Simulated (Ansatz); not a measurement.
Start from `C[SiH]1[CH2][GeH2]1` and change one atom or group to get `S[SiH]1[CH2][GeH2]1`.

Ansatz, PBE0-D4/def2-TZVP geometries, multiplicity 1. Each molecule was computed in one conformer, which needn't be the lowest.

Scalar relativity is left out up to krypton.

| property | `C[SiH]1[CH2][GeH2]1` |
| --- | --- |
| HOMO energy (PBE/def2-TZVPP) / eV | -5.37 |
| HOMO–LUMO gap (PBE/def2-TZVPP) / eV | 4.62 |
| HOMO–LUMO gap (B3LYP/def2-TZVPP) / eV | 6.01 |
| HOMO energy (ωB97M-V/def2-TZVPP) / eV | -8.35 |
| LUMO energy (ωB97M-V/def2-TZVPP) / eV | 1.82 |
| LUMO energy (B3LYP/def2-TZVPP) / eV | -0.14 |

(1) Give the same properties after the change, and the shifts. (Best estimate.)

## Answers

(1) Computed: 
```tsv
property	`S[SiH]1[CH2][GeH2]1`	shift
HOMO energy (PBE/def2-TZVPP) / eV	-5.49	-0.12
HOMO–LUMO gap (PBE/def2-TZVPP) / eV	4.11	-0.51
HOMO–LUMO gap (B3LYP/def2-TZVPP) / eV	5.53	-0.48
HOMO energy (ωB97M-V/def2-TZVPP) / eV	-8.45	-0.10
LUMO energy (ωB97M-V/def2-TZVPP) / eV	1.24	-0.58
LUMO energy (B3LYP/def2-TZVPP) / eV	-0.76	-0.62
```

With PBE0 the HOMO falls by 0.13 eV and the LUMO falls by 0.65 eV, so the gap narrows by about 0.52 eV. PBE moves the HOMO by -0.12 eV and ωB97M-V by -0.10 eV.

B3LYP here is the variant with VWN-RPA as its local correlation; programs differ in this.
